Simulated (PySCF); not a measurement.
# How methods differ on the excitation energy of Cl

Cl [Ne] 3s2 3p5 (2P) → Cl [Ne] 3s1 3p6 (2S), as a difference of total energies. Computed with PySCF 2.14 in aug-cc-pwCVDZ, with the non-relativistic Hamiltonian (point nucleus). Correlated levels: valence: [Ne] frozen. The calculations carry no spin-orbit coupling.

**Question.** Order these methods by the excitation energy they give, lowest first.
A. CCSD (valence)
B. SCS-MP2 (valence)
C. CCSD(T) (valence)
D. CCSDT (valence)

**Answer.** C (10.824 eV), D (10.889 eV), A (11.294 eV), B (12.624 eV).

Errors of the correlated levels include the incompleteness of this basis and the frozen core.

The coupled-cluster amplitudes are large for the upper state (T1 above 0.03 or a double amplitude above 0.15), so a single reference is strained.

For comparison: 10.586 eV (measured; NIST levels, between the centres of gravity of the two terms).
